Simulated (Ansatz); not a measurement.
`OB(O)CCCCc1ccc2ccc3cccc4ccc1c2c34`, relaxed as a singlet with RKS PBE-D4/def2-SVP in Ansatz, starting from the GFN2-xTB geometry. Force threshold 0.03 eV/Å.

Single mean-field runs in def2-SVP are fitted with def2-universal-jkfit.

Start:

Cartesian coordinates in Å:
```
O 5.3826 1.4233 3.3366
B 4.0678 1.1953 3.0990
O 3.2990 0.4022 3.8837
C 3.4106 1.8766 1.8134
C 3.0196 0.8373 0.7558
C 2.4503 1.4904 -0.4997
C 2.1045 0.4527 -1.5773
C 0.9796 -0.4386 -1.1367
C 1.2818 -1.6804 -0.5920
C 0.3012 -2.5343 -0.1312
C -1.0437 -2.1747 -0.2084
C -2.0837 -3.0407 0.2395
C -3.3844 -2.6827 0.1461
C -3.7612 -1.4175 -0.3924
C -5.0965 -1.0245 -0.4922
C -5.4343 0.2122 -1.0098
C -4.4520 1.0837 -1.4409
C -3.1046 0.7291 -1.3675
C -2.0656 1.5931 -1.8169
C -0.7648 1.2280 -1.7486
C -0.3646 -0.0359 -1.2168
C -1.3826 -0.9125 -0.7561
C -2.7460 -0.5340 -0.8374
H 5.7748 0.9990 4.1014
H 3.7226 -0.0182 4.6337
H 4.1090 2.5878 1.3711
H 2.5144 2.4311 2.0950
H 2.2824 0.1559 1.1836
H 3.9013 0.2513 0.4857
H 1.5560 2.0570 -0.2343
H 3.1851 2.1900 -0.9050
H 2.9907 -0.1556 -1.7701
H 1.8462 0.9619 -2.5075
H 2.3176 -1.9821 -0.5253
H 0.5712 -3.4912 0.2938
H -1.8017 -3.9988 0.6542
H -4.1684 -3.3481 0.4801
H -5.8694 -1.7010 -0.1566
H -6.4736 0.4990 -1.0793
H -4.7198 2.0502 -1.8433
H -2.3447 2.5559 -2.2229
H -0.0066 1.9077 -2.1045
```

| step | energy (eV) | largest force component (eV/Å) | SCF passes |
| --- | --- | --- | --- |
| 1 | -25774.8888 | 1.131 | 21 |
| 2 | -25775.1912 | 0.452 | 22 |
| 3 | -25775.2194 | 0.267 | 22 |
| 4 | -25775.2242 | 0.149 | 20 |
| 5 | -25775.2261 | 0.053 | 22 |
| 6 | -25775.2270 | 0.032 | 21 |
| 7 | -25775.2276 | 0.022 | 21 |

Force components are those of the run's own axes.

End:

```csv
atom,x (Å),y (Å),z (Å)
O1,5.440,1.478,3.409
B2,4.107,1.270,3.131
O3,3.277,0.494,3.911
C4,3.491,1.928,1.832
C5,3.096,0.878,0.777
C6,2.511,1.485,-0.501
C7,2.122,0.444,-1.573
C8,0.993,-0.471,-1.158
C9,1.286,-1.749,-0.644
C10,0.287,-2.618,-0.198
C11,-1.071,-2.242,-0.251
C12,-2.126,-3.110,0.198
C13,-3.442,-2.727,0.133
C14,-3.816,-1.440,-0.390
C15,-5.164,-1.025,-0.471
C16,-5.499,0.234,-0.987
C17,-4.499,1.107,-1.431
C18,-3.136,0.737,-1.369
C19,-2.083,1.605,-1.816
C20,-0.764,1.225,-1.748
C21,-0.370,-0.059,-1.228
C22,-1.408,-0.948,-0.776
C23,-2.781,-0.552,-0.845
H24,5.756,1.028,4.214
H25,3.710,0.089,4.684
H26,4.211,2.654,1.399
H27,2.586,2.509,2.118
H28,2.367,0.167,1.221
H29,3.987,0.266,0.507
H30,1.621,2.098,-0.239
H31,3.250,2.190,-0.943
H32,3.014,-0.174,-1.809
H33,1.862,0.972,-2.515
H34,2.339,-2.067,-0.596
H35,0.553,-3.610,0.199
H36,-1.852,-4.099,0.599
H37,-4.239,-3.403,0.480
H38,-5.953,-1.709,-0.121
H39,-6.555,0.538,-1.042
H40,-4.764,2.096,-1.836
H41,-2.354,2.592,-2.222
H42,0.011,1.919,-2.103
```

By distances, no bond broke or formed. The bond that changes most is B2–O3, from 1.35 to 1.38 Å (atoms count from 1).

No frequencies were taken in this run, so the end may be a saddle point.

It took 19 s on 2 threads of AMD EPYC 7R13 on a shared host and a share (18 GiB) of an NVIDIA H100 80GB HBM3.
